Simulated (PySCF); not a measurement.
Species: C₃H₁₀N₂Si.
Z-matrix (Å and degrees, PBE0-D3(BJ)/def2-SVP geometry), rows numbered from 1:
```
C 
C   1  1.5180
C   2  1.5332  1  112.53
N   3  1.4516  2  106.79  1   161.02
Si  4  1.7377  3  110.52  2   -31.19
N   2  1.4582  1  112.12  3   118.40
H   1  1.1015  2  111.10  3    58.99
H   1  1.1009  2  110.29  3   -61.83
H   1  1.1014  2  110.98  3   178.50
H   2  1.1119  1  108.31  3  -118.48
H   3  1.1110  2  108.62  1    38.88
H   3  1.1040  2  109.66  1   -78.02
H   4  1.0115  3  115.87  2   179.78
H   5  1.5013  4  112.64  3   132.37
H   5  1.5013  4  116.68  3  -104.87
H   6  1.0124  2  115.24  1    57.78
```

Linear response at PBE0/def2-SVPD (PySCF, frozen core in the response, non-relativistic). The structure is a single PBE0-D3(BJ)/def2-SVP conformer in the gas phase; no vibrational or solvent corrections.

Static isotropic polarisability: 76.99 au (11.41 Å³), principal values 67.8, 73.3, 89.9 au.

Q: What is the polarisability at 1064 nm and at the sodium D line?

A: 77.62 au at 1064 nm (+0.8 %), 79.11 au at 589.3 nm (+2.7 %). The rise at 589.3 nm is 3.36 times that at 1064 nm; a pure ω² law gives 3.26. The lowest singlet lies at 217 nm, shorter than both wavelengths.

Q: What is the isotropic C6 coefficient between two such molecules, C6 = (3/π)∫α(iω)² dω?

A: 2433 au (Eh·bohr⁶) by a ten-point quadrature over imaginary frequencies, which is 1450 eV·Å⁶ or 140 J·nm⁶/mol.

Q: Which effective excitation energy ω̄ makes London's formula C6 = (3/4)α²ω̄ exact here?

A: ω̄ = 4·C6/(3α²) = 0.547 Eh = 14.9 eV. A one-pole form α(ω) = α/(1 − ω²/ω̄²) fitted to the 1064 nm value gives 12.9 eV.

Q: The lowest 6 singlets have (eV, f): 5.70, 0.011; 5.77, 0.009; 6.03, 0.000; 6.21, 0.007; 6.89, 0.014; 7.03, 0.016. What share of the static polarisability do they carry in the sum over states α = Σ f/ω²?

A: 1.05 au, 1.4 % of α; the largest term, 0.25 au, is that of the state at 5.70 eV. Their oscillator strengths add up to 0.06. Higher states carry the rest.

Q: How many electrons N does the Slater–Kirkwood formula C6 = (3/4)·√N·α^(3/2) need to give this C6?

A: N = (4·C6/3)²/α³ = 23.1; the species has 56 electrons in all.

Q: What n − 1 at the D line would an ideal gas of it have at 273.15 K and 1 atm (2.6868 × 10¹⁹ cm⁻³), by n − 1 = 2π·N·α′?

A: 19.79 × 10⁻⁴, a formal value whether or not that pressure can be reached.

Q: What three-body coefficient follows from the one-pole estimate C9 = (3/4)·α·C6?

A: 140000 au. This is an estimate from the two numbers above, not a computed integral.

Q: How anisotropic is the static polarisability, by Δα² = ½[(α1 − α2)² + (α2 − α3)² + (α3 − α1)²]?

A: Δα = 20.0 au, or 0.26 of the isotropic value.

Rough CPU time on one thread of a shared machine: about 40 s. This is the whole response run at PBE0/def2-SVPD, SCF included.
